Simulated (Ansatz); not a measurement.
Job for Ansatz (an electronic-structure program): R-r2SCAN/def2-TZVPP on H2Si2 (SMILES [Si]=[SiH2]), atoms moved off the minimum.

Ansatz 0.2 input:
```yaml
crystal:
  periodic: [false, false, false]
  atoms:
    - {symbol: Si, position_ang: [-0.96754092, 0.06624917, 0.19203651]}
    - {symbol: Si, position_ang: [1.19947953, -0.02929222, -0.24062075]}
    - {symbol: H, position_ang: [-1.75640085, 1.21708623, -0.21596671]}
    - {symbol: H, position_ang: [-1.68303221, -0.97361559, 0.94321240]}
basis:
  gaussian:
    orbitals: def2-TZVPP
hamiltonian:
  xc: {name: r2SCAN}
scf: {lower_state_search: off}
output: {forces: true}
```

The head of its log:

```
WARN ansatz: RAYON_NUM_THREADS=1 ignored (pool sized by the plan → 1); use --threads N
Functional definition: r2SCAN
these checks for a lower state are left out or cut short: stability, starts, cluster_reference, orbital_swaps, neighbouring_geometries, increment
integrals: 0.03 GiB planned
694 factors; their error is unknown
mean field: 0.28 GiB planned
mean field evaluation 1: about -15781.9930 eV, gradient 1.8e1 eV
mean field evaluation 2: about -15777.0212 eV, gradient 3.6e1 eV
```

Task: Give the final energy of this run.

Result: -580.0286 hartree.
